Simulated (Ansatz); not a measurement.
Mulliken charges of `[F][SbH][SeH]` from PBE/def2-TZVPP in Ansatz (PBE0-D4/def2-TZVP geometry).

| atom | x (Å) | y (Å) | z (Å) | charge (e) |
| --- | --- | --- | --- | --- |
| F1 | -1.483 | -0.388 | 1.284 | -0.424 |
| Sb2 | -1.097 | 0.176 | -0.512 | 0.685 |
| Se3 | 1.121 | 1.347 | -0.110 | -0.244 |
| H4 | -0.342 | -1.316 | -0.888 | -0.098 |
| H5 | 1.850 | 0.108 | 0.185 | 0.082 |

Task: By hand: the dipole of these point charges (1 e Å = 4.8032 D).

Result: Σ q r = (-0.211, 0.094, -0.766) e Å, of length 0.800 e Å = 3.84 D.

Task: How does the dipole of the full density compare? (Best estimate.)

Result: The calculation gave: (0.003, -0.008, -0.435) e Å, 2.09 D; the point charges give 1.84 times that, at 18° from its direction.

Point charges leave out the atoms' own dipoles, such as those of lone pairs, and Mulliken's split depends on the basis, so the two needn't agree.
